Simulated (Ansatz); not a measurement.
The same path of C2H8SSi (12 atoms, charge 0, multiplicity 1) was run twice with different band settings. Lost on the way: Si1–H2, S3–H4. Made: H2–H4.

All numbers below come from RKS B3LYP-D4/def2-SVP in Ansatz 0.2.0.

Relaxed end points:

```xyz
12
Properties=species:S:1:pos:R:3
Si -0.076 0.250 -0.453
H -0.661 1.451 -1.123
S 0.437 -1.240 -1.950
H -0.822 -1.379 -2.426
C 1.546 0.699 0.382
C -1.323 -0.435 0.779
H 1.997 -0.185 0.863
H 2.271 1.103 -0.342
H 1.378 1.462 1.160
H -0.919 -1.325 1.287
H -2.262 -0.724 0.280
H -1.567 0.322 1.544
```

```xyz
12
Properties=species:S:1:pos:R:3
Si 0.294 -0.792 -0.058
H -0.978 1.381 -2.277
S 0.591 -2.216 -1.377
H -0.734 0.681 -2.453
C 1.560 0.505 0.421
C -1.299 -0.524 0.893
H 2.544 0.278 -0.013
H 1.229 1.491 0.048
H 1.650 0.585 1.517
H -1.133 -0.721 1.967
H -2.093 -1.192 0.531
H -1.631 0.524 0.801
```

Common settings: movable images 7; climbing image yes; spring 5.0 eV/Å²; optimiser quadratic models (default); start path through a guess of the saddle point; iteration limit 60; end points relaxed.

| run | force threshold |
| --- | --- |
| 1 | 0.05 eV/Å |
| 2 | 0.2 eV/Å |

(1) What does each run give, and how far can it be trusted?

## Answers

(1) Run 1: converged after 13 iterations, highest image 2.170 eV above the first end. Neighbouring images differ by up to 1.4 eV, so the band resolves the path poorly. A vibrational analysis at the climbing image gives one clearly imaginary mode, 1181i cm⁻¹: a first-order saddle point.
Run 2: converged after 6 iterations, highest image 2.193 eV above the first end. The threshold of 0.2 eV/Å is loose, so the images may lie well off the minimum-energy path. Neighbouring images differ by up to 1.4 eV, so the band resolves the path poorly. The order of the stationary point at the top wasn't checked.
The orbitals stay closed-shell, which can raise the energy where a bond breaks towards radicals; this wasn't checked here.
